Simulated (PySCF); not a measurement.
## PbH: frontier orbitals

M06-2X at R = 1.856 Å; H cc-pVTZ, Pb cc-pVTZ-PP with ECP60; scalar-relativistic core potentials (PySCF 2.14). State: ²Π (doublet), unpaired electrons π ↑. Only the outer orbitals are listed, counted within each symmetry, core potentials removing the inner ones.

| spin | orbital | occ. | ε (eV) | on H (%) | main shells (%) |
| --- | --- | --- | --- | --- | --- |
| α | 1δ | 1 | -25.78 | 0 | 100 Pb d |
| α | 1δ | 1 | -25.71 | 0 | 100 Pb d |
| α | 2π | 1 | -25.57 | 0 | 100 Pb d |
| α | 3σ | 1 | -25.46 | 0 | 100 Pb d |
| α | 2π | 1 | -25.36 | 0 | 100 Pb d |
| α | 4σ | 1 | -15.52 | 9 | 90 Pb s, 9 H s |
| α | 5σ | 1 | -8.16 | 45 | 46 Pb p, 45 H s |
| α | 3π | 1 | -5.75 | 0 | 100 Pb p |
| α | 3π | 0 | -1.96 | 0 | 100 Pb p |
| α | 6σ | 0 | 1.52 | 35 | 61 Pb p, 36 H s |
| α | 7σ | 0 | 3.44 | -7 | 91 Pb s, 10 Pb d |
| β | 1δ | 1 | -25.74 | 0 | 100 Pb d |
| β | 2π | 1 | -25.57 | 0 | 100 Pb d |
| β | 1δ | 1 | -25.51 | 0 | 100 Pb d |
| β | 3σ | 1 | -25.26 | 0 | 99 Pb d |
| β | 2π | 1 | -25.14 | 0 | 100 Pb d |
| β | 4σ | 1 | -14.17 | 13 | 86 Pb s, 12 H s |
| β | 5σ | 1 | -7.92 | 43 | 43 Pb p, 43 H s, 10 Pb s |
| β | 3π | 0 | -2.06 | 0 | 100 Pb p |
| β | 3π | 0 | -1.78 | 0 | 100 Pb p |
| β | 6σ | 0 | 1.29 | 21 | 77 Pb p, 22 H s |

**Question.** Which are the highest filled and the lowest empty level, where do they sit, and how wide is the gap?

**Answer.** Highest filled α 3π at -5.75 eV (in %: 100 Pb p); lowest empty β 3π at -2.06 eV (in %: 100 Pb p); the gap at M06-2X is 3.69 eV. Both belong to one degenerate shell, split only by its one-sided filling, so this is no excitation gap.

The bond order (Mayer) is 0.97, the ⟨S²⟩ is 0.756 and the charge on H (Mulliken, basis-dependent) is -0.12. The charge on H (Löwdin, basis-dependent) is -0.24 and the dipole moment (positive dipole means H(−)Pb(+)) is 1.19 D.

Shares are Mulliken populations and can fall outside 0 to 100 %.

These are scalar-relativistic numbers at best; spin–orbit coupling would shift them, the dissociation energy most. The state was picked by a PBE0 search and need not be the measured ground state.
